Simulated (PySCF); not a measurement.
C4H8BN, SMILES C1C=CCB1N.

Geometry optimised at B3LYP-D3(BJ)/def2-SVP. This is a generated structure with no PubChem entry under its InChIKey; it may be hypothetical. The values are those of a single conformer.

Two levels are set side by side: PBE/def2-TZVP (PySCF) and HF/def2-TZVP (PySCF). Same geometry, gas phase. Differences are taken from unrounded values.

| quantity | HF |
|---|---|
| orbital gap (eV) | 12.18 |
| highest occupied level (eV) | -9.01 |
| lowest empty level (eV) | 3.17 |
| dipole moment (D) | 1.78 |
| mean polarisability (bohr³) | 62.7 |

Task: What does PBE give, and how far is it from HF? (Estimate from the structure and the level; the computed values follow.)

Result: 
| quantity | PBE | PBE minus HF |
|---|---|---|
| orbital gap (eV) | 5.31 | -6.87 |
| highest occupied level (eV) | -5.50 | 3.51 |
| lowest empty level (eV) | -0.19 | -3.36 |
| dipole moment (D) | 2.03 | 0.25 |
| mean polarisability (bohr³) | 68.0 | 5.3 |

PBE's occupied levels lie high since its potential decays too fast outside the molecule; exact exchange lowers them and widens the gap. PBE's more diffuse valence density responds more strongly to a field. Differences between two approximate levels are no errors against the true value.

Rough cost on one machine, each run with all the roots and properties that it gave: HF against PBE about 1/3.
